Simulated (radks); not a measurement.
Results of a calculation; reference values are marked as such.
Dynamic dipole polarisability and lines of the cobalt ion Co25+, [He]. Code: a radial shooting solver on a logarithmic mesh with Libxc functionals. Model: non-relativistic Kohn-Sham, LB94 model potential, spin-polarised, spherical densities, point nucleus. Time-dependent linear response with the Hartree and adiabatic LDA kernel, continuum included through the Sternheimer equations. Lines are the poles of the dipole polarisability below minus the highest occupied eigenvalue, found on a grid refined at the orbital gaps; the lowest seven at most are given, and weak or close lines can be missed. The first line takes the name of the lowest orbital gap if no other gap lies below it; otherwise a line is named after a gap within 0.6 % of it, if that gap stands alone.

photon energy (eV)  alpha (bohr^3)
0                       0.00001800
771.93                  0.00001817
1698.3                  0.00001888
2624.6                  0.00002028
3550.9                  0.00002273
4477.2                  0.00002714
5403.5                  0.00003629
6329.8                  0.00006525
7256.2                  -0.0003237
8182.5                  0.00001132
9108.8                 -0.00001354

Lines (eV, oscillator strength): 7136.9 (0.1737 nm, 1s-2p), f = 0.788; 8395.9 (0.1477 nm, 1s-3p), f = 0.154; 8835.6 (0.1403 nm, 1s-4p), f = 0.0571; 9039.9 (0.1372 nm, unassigned), f = 0.0276; 9151.1 (0.1355 nm, unassigned), f = 0.0155. Higher lines, where found, are left out when the end of the mesh affects them. Those listed give 78 % of the static polarisability (sum of f/w^2). Orbital energy gaps for comparison: 1s-2p 7129.2 eV; 1s-3p 8393.3 eV; 1s-4p 8834.5 eV; 1s-5p 9039.4 eV; 1s-6p 9150.8 eV.
